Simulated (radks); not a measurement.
Values are calculated unless marked as measured or tabulated.
O3+, 5 electrons, occupied as [He] 2s1 2p2 (not the ground configuration). Code: a radial shooting solver on a logarithmic mesh with Libxc functionals. Model: scalar-relativistic Kohn-Sham, PBE, spin-polarised, spherical densities, point nucleus; open shells are filled with parallel spins first.

Unscreened Slater integrals over Kohn-Sham orbitals (eV). They are taken over the spin-up orbitals.

\begin{tabular}{lr}
integral & value \\ \hline
F0(2p,2p) & 27.225 \\
F2(2p,2p) & 12.810 \\
F0(2p,2s) & 26.115 \\
G1(2p,2s) & 15.798 \\
F0(2p,1s) & 37.683 \\
G1(2p,1s) & 5.0233 \\
F0(2s,2s) & 25.385 \\
F0(2s,1s) & 35.630 \\
G0(2s,1s) & 3.0160 \\
F0(1s,1s) & 128.68 \\
\end{tabular}

Derived for the open shells (J is the average intra-shell exchange parameter used in DFT+U). 2p: J = F2/5 = 2.562 eV; in LS coupling 1D lies 6 F2/25 = 3.074 eV above 3P.
